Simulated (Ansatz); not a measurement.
The same path of CH$_{6}$OSSi$_{2}$ (11 atoms, charge 0, multiplicity 1) was run twice with different band settings. The coordinate that changes most is the dihedral Si1–S2–Si3–C4.

All numbers below come from RKS PBE/def2-SVP (Ansatz).

Relaxed end points:

```xyz
11
Properties=species:S:1:pos:R:3
Si -1.926 1.060 1.108
S 0.056 1.469 0.305
Si 0.725 -0.522 -0.103
C 2.073 -0.796 -1.311
O 0.680 -1.114 -1.703
H -2.369 2.343 1.746
H -2.892 0.664 0.027
H -1.858 -0.036 2.135
H 0.325 -1.503 0.951
H 2.512 0.056 -1.867
H 2.740 -1.680 -1.268
```

```xyz
11
Properties=species:S:1:pos:R:3
Si -1.478 1.215 0.515
S 0.465 1.196 1.519
Si 1.206 -0.580 0.594
C 1.075 -0.957 -1.196
O 0.037 -1.485 -0.266
H -2.064 2.529 0.947
H -1.323 1.206 -0.978
H -2.355 0.093 0.977
H 2.140 -1.311 1.501
H 0.683 -0.212 -1.916
H 1.680 -1.751 -1.677
```

Common settings: movable images 5; climbing image yes; spring 5.0 eV/Å²; optimiser quadratic models (default); start path IDPP; iteration limit 60; end points relaxed.

| run | force threshold |
| --- | --- |
| 1 | 0.03 eV/Å |
| 2 | 0.5 eV/Å |

Task: What does each run give, and how far can it be trusted?

Result: Run 1: converged after 13 iterations, highest image 0.021 eV above the first end. A vibrational analysis at the climbing image gives one clearly imaginary mode, 42i cm⁻¹: a first-order saddle point.
Run 2: converged after 2 iterations, highest image 0.037 eV above the first end. The threshold of 0.5 eV/Å is loose, so the images may lie well off the minimum-energy path. The order of the point at the top wasn't checked.
